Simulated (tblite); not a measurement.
Compound: C₅H₁₀AsN.
Bonds: C1–As2, As2–C3, As2–C4, C4–C5, C5–C6, C6–N7 (triple). Hydrogens: H8, H9, H10 on C1; H11, H12, H13 on C3; H14, H15 on C4; H16, H17 on C5.

Computed with GFN2-xTB (tblite), gas phase: nudged elastic band of 9 images (0 to 8), spring 0.2 eV/Å², climbing image at the end, force threshold 0.05 eV/Å. The top image wasn't refined or checked by frequencies; at this threshold it can lie a kcal/mol or more above the true saddle point of the method.

The band describes a rotation about C4–C5 (chain CH2 carbon, sp3 carbon next to a nitrile), followed by the dihedral As2–C4–C5–C6, from the optimised start (180°) to a second optimised geometry at -62°.

Q: Give the energy profile along the converged band.

A: 
```json
{"image": "0", "dihedral (°)": "180", "E (eV)": "0.000", "C4–C5 (Å)": "1.532", "As2···C6 (Å)": "4.23", "largest true force (eV/Å)": "0.01"}
{"image": "1", "dihedral (°)": "-165", "E (eV)": "0.013", "C4–C5 (Å)": "1.533", "As2···C6 (Å)": "4.22", "largest true force (eV/Å)": "0.02"}
{"image": "2", "dihedral (°)": "-150", "E (eV)": "0.044", "C4–C5 (Å)": "1.536", "As2···C6 (Å)": "4.16", "largest true force (eV/Å)": "0.03"}
{"image": "3", "dihedral (°)": "-135", "E (eV)": "0.075", "C4–C5 (Å)": "1.540", "As2···C6 (Å)": "4.07", "largest true force (eV/Å)": "0.02"}
{"image": "4", "dihedral (°)": "-120", "E (eV)": "0.086", "C4–C5 (Å)": "1.542", "As2···C6 (Å)": "3.95", "largest true force (eV/Å)": "0.02"}
{"image": "5", "dihedral (°)": "-104", "E (eV)": "0.067", "C4–C5 (Å)": "1.541", "As2···C6 (Å)": "3.79", "largest true force (eV/Å)": "0.03"}
{"image": "6", "dihedral (°)": "-89", "E (eV)": "0.033", "C4–C5 (Å)": "1.537", "As2···C6 (Å)": "3.61", "largest true force (eV/Å)": "0.03"}
{"image": "7", "dihedral (°)": "-72", "E (eV)": "0.018", "C4–C5 (Å)": "1.533", "As2···C6 (Å)": "3.41", "largest true force (eV/Å)": "0.04"}
{"image": "8", "dihedral (°)": "-62", "E (eV)": "0.002", "C4–C5 (Å)": "1.533", "As2···C6 (Å)": "3.30", "largest true force (eV/Å)": "0.01"}
```

Barriers of this band. The top is image 4 at -120°: 0.09 eV in either direction, as the ends lie within 0.002 eV of each other. The central bond is 0.010 Å longer at the top than at the start.

Other torsions move too; by image: C1–As2–C4–C5 (79, 79, 79, 79, 78, 78, 78, 79, 94°).

Q: What rate follows at 200 K for crossing this barrier forward?

A: Taking the electronic barrier for the free energy of activation (no zero-point or entropy terms, transmission 1), rate = (kT/h)·exp(−ΔE/kT) ≈ 3 × 10^10 s⁻¹, whose inverse is 3 × 10^-11 s. An error of 1 kcal/mol in the barrier changes this by a factor of 12, and the method and the loose band can each miss by that much or more.

Q: How long is the path, and how are the images spaced?

A: Cartesian distances between aligned neighbours (all atoms, Å): 0.69, 0.68, 0.68, 0.68, 0.70, 0.71, 0.82, 1.13; the sum is 6.09 Å, and the top lies 45 % of the way along.

What follows is the cost of the whole band run. Hardware: one thread of an Intel Xeon at 2.50 GHz, shared host with 64 logical CPUs at a one-minute load of 57. Cost: 13 s wall, 0.18 GiB resident at most.
